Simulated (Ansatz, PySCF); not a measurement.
Potential energy curve for MgO, singlet.

- RKS-PBE = restricted PBE/cc-pVDZ run with Ansatz (a program for electronic structure)
- UKS-PBE = unrestricted PBE/cc-pVDZ in Ansatz
- UKS-B3LYP/6-31G* = unrestricted B3LYP/6-31G*, spherical d (PySCF)

Total energies in hartree (comparable only within one method and basis):

```csv
R / Å,RKS-PBE,UKS-PBE,UKS-B3LYP/6-31G*
1.39,-274.91021,-274.91041,-275.10930
1.48,-274.96866,-274.96879,-275.16660
1.58,-275.00401,-275.00416,-275.20058
1.65,-275.01642,-275.01661,-275.21219
1.68,-275.01949,-275.01972,-275.21500
1.73,-275.02223,-275.02278,-275.21759
1.76,-275.02268,-275.02358,-275.21843
1.85,-275.01990,-275.02232,-275.21907
1.90,-275.01634,-275.01992,-275.21878
```

The scan ran from 1.39 to 6.86 Å; beyond the distances shown full CI changes its symmetry label. The restricted form behind RKS-PBE keeps the bonding electrons paired and can't separate into open-shell fragments. The unrestricted determinant behind UKS-PBE is spin-contaminated at 1.39 to 1.90 Å (<S²> up to 0.5, against 0.00 for a pure singlet). The unrestricted determinant behind UKS-B3LYP/6-31G* is spin-contaminated at 1.39 to 1.90 Å (<S²> up to 1.0, against 0.00 for a pure singlet).
